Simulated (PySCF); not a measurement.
## Rh³⁺: interval between two levels

Rh³⁺ [Kr] 4d6 [5D4, M_J = 4] → Rh³⁺ [Kr] 4d5 5s1 [7S3, M_J = 3], as a difference of total energies. Calculation: PySCF 2.14, in x2c-TZVPall-2c with one added diffuse shell each of s, p, d type (9s10p8d1f, 86 functions); the two-component X2C-1e Hamiltonian. Correlated levels: [Ar] 3d10 frozen; the 6 highest virtual spinors dropped. "Screened" scales the spin-orbit matrix elements by Boettger's factors to mimic the two-electron term; Breit and QED terms are absent.

```
                    method  interval between two levels (cm⁻¹)
           GHF (spin-free)                               61867
          GMP2 (spin-free)                               62717
 GHF (screened spin-orbit)                               63267
GMP2 (screened spin-orbit)                               64207
```

The labels give the starting determinants; with spin-orbit coupling the two ends relaxed to ⟨J²⟩ = 20.01, ⟨L²⟩ = 6.10, ⟨S²⟩ = 5.96 and ⟨J²⟩ = 12.00, ⟨L²⟩ = 0.03, ⟨S²⟩ = 11.96.
